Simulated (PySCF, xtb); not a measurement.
C4H7FSi, SMILES C#CC[Si@@H](C)F. Other conformers were not sampled.

Harmonic wavenumbers (cm⁻¹) from GFN2-xTB (xtb) at its own minimum, in rising order: 36, 98, 104, 164, 195, 241, 288, 401, 607, 617, 634, 646, 694, 743, 774, 812, 839, 859, 1011, 1119, 1216, 1376, 1431, 1473, 1477, 2289, 2293, 2956, 2971, 3031, 3041, 3050, 3400.

What does PySCF 2.14.0 with PBE0-D3(BJ)/def2-SVP give at its own minimum? (An estimate is asked for; the answer gives what the named calculation found.)

55, 106, 151, 197, 238, 293, 349, 471, 627, 672, 674, 684, 704, 758, 796, 844, 897, 943, 992, 1145, 1187, 1269, 1399, 1422, 1426, 2241, 2245, 3053, 3061, 3112, 3166, 3176, 3491. Paired by order, the mean absolute difference is 52 cm⁻¹ and the zero-point energies are 58.5 and 59.8 kcal/mol.
